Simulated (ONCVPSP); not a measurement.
**What one change does to a pseudopotential (gold, ONCV)**

ONCVPSP 4.0.1 input, shortened (lines: element, Z, core and valence counts, functional; n l f; lmax; l rc ep ncon nbas qcut; lloc lpopt rc5 dvloc0; l nproj debl; icmod fcfact rcfact), LDA (Perdew-Zunger), scalar-relativistic:

```
  Au 79.00   10    5        3      upf
    1    0    2.00
    2    0    2.00
    2    1    6.00
    3    0    2.00
    3    1    6.00
    3    2   10.00
    4    0    2.00
    4    1    6.00
    4    2   10.00
    4    3   14.00
    5    0    2.00
    5    1    6.00
    5    2   10.00
    6    0    0.75
    6    1    0.25
    3
    0    1.50    0.00    3    6    9.90
    1    2.00    0.00    4    7    7.60
    2    1.90    0.00    4    8    9.10
    3    1.55    0.15    4    7    6.30
    4    3    1.40    0.00
    0    2    2.80
    1    3    3.60
    2    3    3.30
    3    1    1.20
    0    0.00    0.00
```

All-electron outer shells of the reference configuration (LDA (Perdew-Zunger), scalar-relativistic, ld1.x):

| shell | level (eV) | outermost node (bohr) | outermost maximum (bohr) |
| --- | --- | --- | --- |
| 4d | -326.46 | 0.20 | 0.41 |
| 5s | -109.37 | 0.48 | 0.84 |
| 4f | -82.17 | – | 0.37 |
| 5p | -60.65 | 0.52 | 0.96 |
| 5d | -7.69 | 0.56 | 1.21 |
| 6s | -6.53 | 1.11 | 2.29 |
| 6p | -1.26 | 1.32 | 3.47 |

Change: d: qcut 5.9.

Cutoffs: the cutoffs (Ha) at which the residual kinetic energy of the hardest occupied pseudo-wave falls to 1 and 0.1 mHa per electron; they do not see the model core or the augmentation charge, which bear on the density cutoff. Errors are all-electron minus pseudo energies relative to the spin-unpolarised reference configuration.

Problem. Predict the effect on cutoff, ghosts and configuration errors.

Solution. The potential gets harder (30 Ha and 35 Ha → 30 Ha and 51 Ha); of the 3 tests that both files solve, the error grows in 1 and shrinks in 1 by more than 15 % and 0.3 meV (median size 3.2 → 2.4 meV); neither file shows a bound ghost.

```tsv
quantity	base	changed
cutoff, loose	30 Ha	30 Ha
cutoff, tight	35 Ha	51 Ha
loose cutoff by channel	s 30 Ha, p 17 Ha, d 22 Ha	s 30 Ha, p 17 Ha, d 17 Ha
bound ghosts	none	none
GHOST(+) flags under 300 eV	none	none
tests with a reliable result	3 of 4	3 of 4
error for 5s2 5p6 5d10 6s1 6p0, meV [ΔE -1.31 eV]	+0.4	+0.3
error for 5s2 5p6 5d10 6s0 6p0, meV [ΔE 8.47 eV]	-3.2	-2.4
error for 5s2 5p5 5d10 6s1 6p0, meV [ΔE 65.09 eV]	-181	-235
s: phases at 1.52 bohr within 0.05 rad from the reference energy up to (Ha; the scan ends near 5)	to the end of the scan	to the end of the scan
p: phases at 2.03 bohr within 0.05 rad from the reference energy up to (Ha; the scan ends near 5)	to the end of the scan	to the end of the scan
d: phases at 1.93 bohr within 0.05 rad from the reference energy up to (Ha; the scan ends near 5)	to the end of the scan	to the end of the scan
f: phases at 1.58 bohr within 0.05 rad from the reference energy up to (Ha; the scan ends near 5)	to the end of the scan	to the end of the scan
```
